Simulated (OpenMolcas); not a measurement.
Computed levels of 4d⁸ in ions with 44 electrons, in cm-1 above ³F₄.

```yaml
Program: OpenMolcas 26.06
Method: XMS-CASPT2, IPEA 0.25 Eh, imaginary shift 0.1 Eh
Basis: ANO-RCC-VTZP
Scalar_Hamiltonian: DKH2, point nucleus
Spin-orbit_coupling: RASSI with atomic mean-field integrals over the reference wave functions, term energies averaged over their components
```

Active space for each ion: 8 electrons in 5 orbitals (4d); closed shells correlated by CASPT2: 4s 4p.

```json
{"Level": "³F₃", "Rh+": "2370", "Ag3+": "3980"}
{"Level": "³F₂", "Rh+": "3580", "Ag3+": "5660"}
{"Level": "³P₂", "Rh+": "8800", "Ag3+": "12040"}
{"Level": "³P₁", "Rh+": "11340", "Ag3+": "16100"}
{"Level": "³P₀", "Rh+": "11590", "Ag3+": "16350"}
{"Level": "¹D₂", "Rh+": "12020", "Ag3+": "17250"}
{"Level": "¹G₄", "Rh+": "15560", "Ag3+": "21030"}
{"Level": "¹S₀", "Rh+": "36060", "Ag3+": "48320"}
```

Estimate ³F₂, ³P₂, ³P₁ for Pd2+ from its neighbours Rh+ and Ag3+.

³F₂ is fine structure, which grows about as the fourth power of a screened charge, so the fourth roots are averaged: ((3580^0.25 + 5660^0.25) / 2)^4 = 4531. The calculation gives 4590, so the estimate is off by -1.3 %; the measured value is 4687 (Moore, Atomic Energy Levels, vol. III, NSRDS-NBS 35 (1971 reprint of NBS Circular 467, 1958)).
³P₂ is another term, which grows about linearly with the charge: (8800 + 12040) / 2 = 10420. The calculation gives 10340, so the estimate is off by +0.8 %.
³P₁ is another term, which grows about linearly with the charge: (11340 + 16100) / 2 = 13720. The calculation gives 13600, so the estimate is off by +0.9 %; the measured value is 13470 (Moore, Atomic Energy Levels, vol. III, NSRDS-NBS 35 (1971 reprint of NBS Circular 467, 1958)).

Mixed levels, with the weight of the term that names them: Rh+ ³P₂ (55 %), Rh+ ¹D₂ (53 %), Pd2+ ³P₂ (56 %), Pd2+ ¹D₂ (53 %), Ag3+ ³P₂ (56 %), Ag3+ ¹D₂ (53 %).

CASPT2 breaks the degeneracy within a term, and the mean is taken; among the terms shown or strongly mixed into the levels shown the widest spread is 1100 cm-1 (4d⁸ ¹G, Rh+). Configurations with an s electron lie low at this charge and mix in, so terms can be misplaced (holds for Rh+). The CASPT2 spread within a term exceeds the gap to the next term for 4d⁸ ¹D and 4d⁸ ³P, so the order of their levels is uncertain, and so are names and mixing where such terms share a J (holds for Rh+; Pd2+). Levels of configurations with an s electron are missing; early in the row they begin among the upper levels of the d shell and mix with terms of their name (holds for Pd2+). Computed and measured levels are paired by configuration, term and J; levels that our copy of the source lacks, or whose pairing is in doubt (as where it misses far off the trend of its configuration), stay unpaired and out of the deviations. Only configurations of the active space appear.
